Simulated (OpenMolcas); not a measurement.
An atom or ion with 21 electrons was computed by MS-RASPT2, IPEA 0.25 Eh, imaginary shift 0.1 Eh with spin-orbit coupling (OpenMolcas, ANO-RCC-VQZP, DKH2). The lowest levels that the run gave, each within 12 % of the measured value where one is at hand:

```csv
J,Parity,E (cm⁻¹),g
3/2,even,0.0,0.400
5/2,even,965,1.029
7/2,even,2240,1.238
9/2,even,3760,1.333
1/2,even,24160,2.633
3/2,even,24400,1.713
5/2,even,25700,1.600
7/2,even,26500,0.889
9/2,even,27700,1.105
3/2,even,33440,1.131
1/2,even,33880,0.704
9/2,even,36590,0.917
```

Problem. Which ion is it, and what are the configurations and terms?

Solution. Ni VIII (Z = 28, charge +7; active space 9 electrons in 8 orbitals (RAS1 3p, at most 2 holes; RAS2 3d)). J, parity and g give the terms where levels are pure, and mixed ones are named by the computed weights; the size of the splittings, set against known spectra of the 21-electron sequence, gives the charge. In order, with the measured energies in cm⁻¹ (Corliss and Sugar, J. Phys. Chem. Ref. Data 10, 197 (1981)): 3d³ ⁴F_3/2, 3d³ ⁴F_5/2 (1012), 3d³ ⁴F_7/2 (2184), 3d³ ⁴F_9/2 (3721), 3d³ ⁴P_1/2 (23261), 3d³ ⁴P_3/2 (23710), 3d³ ⁴P_5/2 (24669), 3d³ ²G_7/2, 3d³ ²G_9/2, 3d³ ²P_3/2 [55 %], 3d³ ²P_1/2, 3d³ ²H_9/2.

CASPT2 does not keep the components of a term degenerate, so their means are used; among the terms shown or strongly mixed into the levels shown the widest spread is 1200 cm-1 (3d³ ⁴F). Active for correlation alone: 3p; no level in the range computed is led by a configuration that opens it, so any true level of that kind is missing. The CASPT2 spread within a term exceeds the gap to the next term for 3d³ ²D(1) and 3d³ ²H, so the order of their levels is uncertain. Measured partners are found by configuration, term and J. A level has none where our copy of the source lacks it or the pairing is in doubt (some pairs that miss far off the trend of their configuration count as doubtful), and it then counts in no deviation. Levels of configurations outside the active space are missing.

A share in square brackets marks a mixed level and gives the weight of the term that names it. A number in round brackets counts repeated terms of one configuration in the order of the reference energies.
